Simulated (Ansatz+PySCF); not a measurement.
Two shapes of singlet ZrF4.

Shape 1:

```xyz
5

Zr    0.0000    0.0000    0.0000
F     1.0942    1.0942    1.0942
F     1.0942   -1.0942   -1.0942
F    -1.0942    1.0942   -1.0942
F    -1.0942   -1.0942    1.0942
```

Shape 2:

```xyz
5

Zr    0.0463    0.0178   -0.0062
F     1.0746    1.0612    1.1263
F     1.0639   -1.0626   -1.1185
F    -1.0655    1.0725   -1.0595
F    -1.1167   -1.0521    1.1092
```

Basis set: def2-SVP (spherical functions, with the set's core potentials past Kr). Left uncorrelated: 4 orbitals. Charge 0, multiplicity 1.

Computed with Ansatz (development build ahead of 0.2.0); each method stands on the lowest determinant of its kind that the runs found.

**Question.** Which shape is lower in energy, and by how much in each method?

**Answer.**

```
              method  E(2) − E(1) (eV)
             RHF-MP2             0.131
    PBE (restricted)             0.146
  PBE (unrestricted)             0.146
 r²SCAN (restricted)             0.127
ωB97X (unrestricted)             0.126
```

Shape 1 is lower. Caution: other spin multiplicities were not run.
